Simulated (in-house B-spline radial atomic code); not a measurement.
A fraction x of an electron is moved 3s → 3p in the phosphorus ion P³⁺, starting from [Ne] 3s2 and keeping the highest spin. Computed with a radial B-spline atomic code at the basis-set limit: scalar-relativistic (X2C) SCAN, spin-polarised, spherical fractional occupations, Fermi nucleus of rms radius 3.1889 fm.

```json
{"x": "0", "E(x) - E(0) (eV)": "0.0000", "3s down level (eV)": "-45.849", "3p up level (eV)": "-"}
{"x": "0.125", "E(x) - E(0) (eV)": "1.3118", "3s down level (eV)": "-45.582", "3p up level (eV)": "-35.389"}
{"x": "0.25", "E(x) - E(0) (eV)": "?", "3s down level (eV)": "?", "3p up level (eV)": "?"}
{"x": "0.375", "E(x) - E(0) (eV)": "?", "3s down level (eV)": "?", "3p up level (eV)": "?"}
{"x": "0.5", "E(x) - E(0) (eV)": "4.7643", "3s down level (eV)": "-44.503", "3p up level (eV)": "-36.343"}
{"x": "0.625", "E(x) - E(0) (eV)": "5.7369", "3s down level (eV)": "-44.005", "3p up level (eV)": "-36.622"}
{"x": "0.75", "E(x) - E(0) (eV)": "6.6069", "3s down level (eV)": "-43.398", "3p up level (eV)": "-36.877"}
{"x": "0.875", "E(x) - E(0) (eV)": "7.3638", "3s down level (eV)": "-42.667", "3p up level (eV)": "-37.101"}
{"x": "1", "E(x) - E(0) (eV)": "7.9685", "3s down level (eV)": "-", "3p up level (eV)": "-37.300"}
```

Q: What belongs in the row x = 0.25?

A: An energy change of 2.5461 eV; 3s down at -45.275 eV, 3p up at -35.725 eV.

Q: What belongs in the row x = 0.375?

A: An energy change of 3.6983 eV; 3s down at -44.924 eV, 3p up at -36.043 eV.

Q: Check Janak's theorem between x = 0.5 and 0.625.

A: The slope of the energy is 7.78 eV; the orbital levels give 7.77 eV (ε of the receiving orbital less ε of the emptying one, averaged over the two points).
